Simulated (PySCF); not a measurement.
PbFI, SMILES [I][Pb][F] (connectivity only; charge and spin as stated), neutral, multiplicity 1.

The structure is a stationary point at B3LYP-D3(BJ)/def2-TZVP. The def2 effective core potentials stand for the cores of I, Pb; spin–orbit coupling is left out.

Computed with PySCF with TDDFT-M06-2X/def2-SVPD.

Vertical excitations. Gas-phase values at a fixed geometry. State labels are in the subgroup Cs.

Computed excitation energies, oscillator strengths and character:
| state | symmetry | energy (eV) | λ (nm) | f | main pairs |
|---|---|---|---|---|---|
| S1 | A" | 3.53 | 351 | 0.002 | HOMO→LUMO 96 % |
| S2 | A" | 3.77 | 329 | 0.007 | HOMO−2→LUMO 96 % |
| S3 | A' | 4.03 | 308 | 0.019 | HOMO−1→LUMO 93 % |
| S4 | A' | 5.11 | 243 | 0.010 | HOMO→LUMO+1 94 % |
| S5 | A" | 5.24 | 237 | 0.003 | HOMO−1→LUMO+1 94 % |
| S6 | A' | 5.69 | 218 | 0.059 | HOMO→LUMO+2 62 %, HOMO−2→LUMO+1 28 % |
| S7 | A" | 5.89 | 211 | 0.001 | HOMO−1→LUMO+2 96 % |
| S8 | A' | 6.00 | 207 | 0.029 | HOMO−2→LUMO+2 89 % |
| S9 | A" | 6.30 | 197 | 0.020 | HOMO−3→LUMO 96 % |
| S10 | A" | 6.64 | 187 | 0.000 | HOMO−5→LUMO 97 % |
| T1 | A" | 3.13 | 397 | 0 | HOMO−2→LUMO 75 %, HOMO→LUMO 20 % |
| T2 | A" | 3.52 | 353 | 0 | HOMO→LUMO 79 %, HOMO−2→LUMO 20 % |
| T3 | A' | 3.54 | 351 | 0 | HOMO−1→LUMO 98 % |
| T4 | A' | 4.67 | 265 | 0 | HOMO−2→LUMO+1 63 %, HOMO→LUMO+1 23 % |
Triplets are in the Tamm–Dancoff approximation, which puts them higher than full response would, so one can lie above its singlet here.
